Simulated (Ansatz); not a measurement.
Ligand exchange: SiH(CH3)2Br + CH3K → SiH(CH3)3 + KBr

Species: SiH(CH3)2Br, singlet; CH3K `[CH3][K]`, singlet; SiH(CH3)3 (trimethylsilane), singlet; KBr, singlet. The partners trade Br for CH3: Si–Br and K–CH3 bonds give way to Si–CH3 and K–Br.

Shapes, held fixed at every level: PBE0-D4/def2-TZVP. Programs: Ansatz 0.2.0. The zero-point and thermal change to 298 K, harmonic and unscaled (PBE0-D4/def2-TZVP), is +8.6 kJ/mol.

**Question.** Estimate ΔH(298 K) of this reaction.

**Answer.** The highest level, CCSD(T)/def2-TZVPP, gives ΔH(298 K) = -219.0 kJ/mol; the levels span -257.7 to -217.5. The column of differences is taken from that level and isn't an error. No measured value is set beside it here. Relativity is left out for Br. Outer-core shells of Br, K are correlated, in sets that cover them unevenly.

| level | kind | ΔH(298 K) (kJ/mol) | less CCSD(T)/def2-TZVPP |
| --- | --- | --- | --- |
| HF/def2-TZVPP | Hartree–Fock | -257.7 | -38.7 |
| r2SCAN-D4/def2-TZVPP | meta-GGA | -224.7 | -5.7 |
| wB97X-V/def2-TZVPP | range-separated hybrid | -229.5 | -10.5 |
| B2PLYP/def2-TZVPP | double hybrid | -218.1 | +0.9 |
| MP2/def2-TZVPP | perturbation theory | -217.5 | +1.5 |
| CCSD/def2-SVP | coupled cluster or CI | -236.6 | -17.6 |
| CCSD(T)/def2-TZVPP | coupled cluster or CI | -219.0 | 0.0 |
